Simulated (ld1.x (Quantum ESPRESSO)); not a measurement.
Reading a pseudo-wave (Ca (Z = 20))

Columns: radius, all-electron u(r) and pseudo u(r) of the 3d shell (level -1.95 eV) of calcium in the configuration [Ar] 3d0 4s2 4p0; PBE, scalar-relativistic, TM semilocal scheme, ld1.x (Quantum ESPRESSO) 7.5.

```tsv
r (bohr)	all-electron	pseudo
0.175	0.0590	0.0060
0.350	0.2133	0.0447
0.525	0.3685	0.1345
0.700	0.4878	0.2706
0.875	0.5670	0.4269
1.050	0.6096	0.5681
1.225	0.6250	0.6658
1.400	0.6220	0.7086
1.575	0.6075	0.7036
1.750	0.5863	0.6673
1.925	0.5616	0.6176
2.100	0.5355	0.5674
2.275	0.5092	0.5237
2.450	0.4835	0.4884
2.625	0.4591	0.4600
2.800	0.4361	0.4362
2.975	0.4146	0.4146
3.150	0.3941	0.3941
3.325	0.3746	0.3746
3.500	0.3558	0.3558
3.675	0.3377	0.3377
3.850	0.3201	0.3201
4.025	0.3031	0.3031
4.200	0.2868	0.2868
4.375	0.2709	0.2709
4.550	0.2556	0.2556
```

(1) How many radial nodes do the two functions have?

(2) At about which radius was the pseudo-wave matched?

(3) Where does each function peak?

(4) Is the pseudo-wave norm-conserving?

Answers

(1) The all-electron 3d function has n − l − 1 = 0; the pseudo-wave has 0.

(2) 3.05 bohr. The columns agree to 0.0005 from 2.80 bohr on; several derivatives are matched, so the curves merge somewhat inside the radius.

(3) Outermost all-electron maximum near 1.23 bohr, pseudo maximum near 1.40 bohr (to the table’s step).

(4) Yes: the TM semilocal scheme keeps the norm inside the radius equal to the all-electron one, which fixes the energy derivative of the logarithmic derivative at the level.
